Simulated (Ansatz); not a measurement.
Bond stretch in GaAl, lowest singlet found (which spin is the ground state isn't settled by this scan).

- RHF/aug-cc-pVDZ (Ansatz, an electronic-structure program)
- RMP2 = MP2 on RHF/aug-cc-pVDZ, cores with 3d frozen in Ansatz
- RKS-PBE = restricted PBE/aug-cc-pVDZ (Ansatz)
- RKS-BLYP = restricted BLYP/aug-cc-pVDZ run with Ansatz
- FCI = Ansatz with full CI/aug-cc-pVDZ, cores with 3d frozen

All curves are set to zero at 3.09 Å and compared with full CI in the same basis at 3.09, 3.31, 3.54, 3.91, 4.30, 4.84, 5.31 Å.

Task: Which method stays most parallel to full CI over these points, and which least?

Result: RKS-BLYP has the smallest spread and RHF the largest. In order (kJ/mol): RKS-BLYP 22.15, RKS-PBE 34.80, RMP2 54.18, RHF 81.69.

Errors against full CI at some of the points (kJ/mol):

| method | 3.91 Å | 4.84 Å | 5.31 Å |
|---|---|---|---|
| RKS-BLYP | -3.7 | 8.6 | 17.8 |
| RKS-PBE | 3.6 | 22.3 | 33.9 |
| RMP2 | 12.6 | 39.7 | 54.2 |
| RHF | 18.2 | 58.3 | 81.7 |

The scan ran from 1.73 to 8.25 Å; beyond the distances shown full CI changes its symmetry label. The restricted form behind RHF, RMP2, RKS-PBE, RKS-BLYP keeps the bonding electrons paired and can't separate into open-shell fragments. The T1 diagnostic of CCSD on the restricted reference of RMP2 exceeds 0.045 at 4.84 to 5.31 Å. Also computed but left out beside FCI, since their determinant holds another spin at the minimum (<S²> over 0.7 above the pure value): UMP2, UCCSD, UCCSD(T), UKS-BLYP, UKS-B3LYP/6-31G*.
